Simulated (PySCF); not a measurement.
Titanium: a sound run and one with changed settings

Sound run: Ti⁺ [Ar] 3d2 4s1, Ti²⁺ [Ar] 3d2. All numbers are calculated (PySCF 2.14, the non-relativistic Hamiltonian (point nucleus), in cc-pVDZ (6s5p3d1f, 43 functions)). In the sound run the correlated levels freeze [Ar]. The sound run starts from symmetry-adapted Hartree-Fock orbitals and uses a fine grid where one is needed.

Changed run: the spin-free X2C one-electron Hamiltonian (Gaussian nucleus). This setting is unsound on purpose.

```tsv
species	method	sound run (hartree)	changed run (hartree)	converged
Ti⁺	UHF	-848.20662	-851.89294	yes
Ti⁺	M06-L	-849.05316	-852.73988	yes
Ti⁺	M06-2X	-849.07575	-852.76197	yes
Ti⁺	MP2	-848.21454	-851.90093	yes
Ti²⁺	UHF	-847.73378	-851.41729	yes
Ti²⁺	M06-L	-848.58265	-852.26605	yes
Ti²⁺	M06-2X	-848.58116	-852.26391	yes
Ti²⁺	MP2	-847.73645	-851.41998	yes
```

Ionisation energy of Ti⁺:

```csv
method,sound run (eV),changed run (eV)
UHF,12.867,12.943
M06-L,12.803,12.894
M06-2X,13.459,13.553
MP2,13.009,13.087
SCS-MP2,12.914,12.991
```

Most of the change in total energy is the relativistic energy itself. On top of that the contraction fixes the core shape for the Hamiltonian it was made with, so the changed run is not a good calculation with the other Hamiltonian either.

For comparison, NIST gives 13.575 eV between the lowest levels.
